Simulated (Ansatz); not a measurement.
Abridged output of a molecular run in Ansatz:

```
Functional definition: HF
756 factors; integrals over basis functions are off by at most 1.1e-3 eV
mean field evaluation 1: about -75906.5404 eV, gradient 2.6e1 eV
mean field evaluation 2: about -75906.5482 eV, gradient 2.6e1 eV
mean field evaluation 4: about -75908.1360 eV, gradient 2.1e0 eV
mean field evaluation 8: about -75908.1584 eV, gradient 1.1e-4 eV
mean field -75908.15840445 eV, -2789.5733689658 hartree, gradient 2.4e-6 eV, S^2 0.000000; 0 other end points of the search recorded, 0 dependent functions left out
15 core orbitals not correlated: weight in the atoms' cores, before any rotation towards them, 1.000 or more for the frozen orbitals, at most 0.000 for the correlated occupied ones
reference -75908.15840445 eV, -2789.5733689658 hartree; 15, 15 occupied and 49, 49 virtual orbitals, 756 factors
second order -14.18125429 eV of doubles, -0.00000000 eV of singles
cycle   1  -14.40408243 eV  change   -2.2e-1 eV  update   8.3e-2
cycle   2  -14.76379598 eV  change   -3.6e-1 eV  update   2.4e-2
cycle   3  -14.83339009 eV  change   -7.0e-2 eV  update   1.2e-2
cycle   4  -14.82600039 eV  change    7.4e-3 eV  update   2.4e-3
cycle   5  -14.82571116 eV  change    2.9e-4 eV  update   9.9e-4
cycle   6  -14.82577964 eV  change   -6.8e-5 eV  update   3.0e-4
cycle   7  -14.82554930 eV  change    2.3e-4 eV  update   9.9e-5
cycle   8  -14.82554202 eV  change    7.3e-6 eV  update   3.2e-5
perturbative correction -0.30943958 eV, -0.0113716947 hartree
Total energy: -75923.29338605 eV, -2790.1295692808 hartree
```

Its atoms:

Z-matrix (Å, degrees):
```
Si
Se 1 2.258
F 1 1.598 2 112.3
H 1 1.479 2 110.7 3 -119.2
H 1 1.479 2 106.0 3 117.8
H 2 1.469 1 92.7 3 77.5
```

Problem. Which basis set was used?
A. def2-QZVPP
B. def2-SVP
C. def2-TZVPP
D. def2-SVPD

Solution. B. It gives 79 functions.

Problem. Write the keys of the input that set method, charge and spin (a neutral closed shell needs none for the last two).

Solution. 
```yaml
correlation: {method: ccsd_t}
```
